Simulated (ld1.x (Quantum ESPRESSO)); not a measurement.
# Transferability test, RRKJ potential for cobalt (Co)

cobalt (Co), norm-conserving RRKJ (Kleinman–Bylander form), made with ld1.x (Quantum ESPRESSO) 7.5 (PBE, non-relativistic). Core [Ne] 3s2, reference 3p6 3d7 4s2 4p0. Waves: 3p (bound): rc 0.95 bohr; 3d (bound): rc 1.15 bohr; 4s (bound): rc 2.25 bohr. Local part: the s channel. Core correction: a·sin(br)/r model core inside 0.55 bohr. rho0 = 0.005.

Energies are relative to the spin-unpolarised reference configuration 3p6 3d7 4s2 4p0; without spin polarisation the order of configurations can differ from experiment.

Question: Give the all-electron excitation energy and the error of the potential for: 3p6 3d7 4s1 4p0; 3p6 3d7 4s0 4p0; 3p6 3d6 4s0 4p0; 3p6 3d7 4s0 4p2; 3p6 3d7 4s1 4p1; 3p6 3d5 4s0 4p0; 3p6 3d8 4s1 4p0.

Answer:

```
valence configuration  charge  ΔE all-electron (eV)  error AE − PS (meV)
      3p6 3d7 4s1 4p0      +1                 8.880                 -5.6
      3p6 3d7 4s0 4p0      +2                25.423                  -40
      3p6 3d6 4s0 4p0      +3                61.525                 -257
      3p6 3d7 4s0 4p2       0                 8.668                -1579
      3p6 3d7 4s1 4p1       0                 4.205                 -640
      3p6 3d5 4s0 4p0      +4               117.199                -1188
      3p6 3d8 4s1 4p0       0                -1.540                 -208
```

These tests converged, but a pseudo level misses the all-electron one widely, so the file describes the atom poorly there or has found another state: 3p6 3d6 4s0 4p0: empty 4p by 3.0 eV (a node warning on the way); 3p6 3d5 4s0 4p0: empty 4p by 4.7 eV.
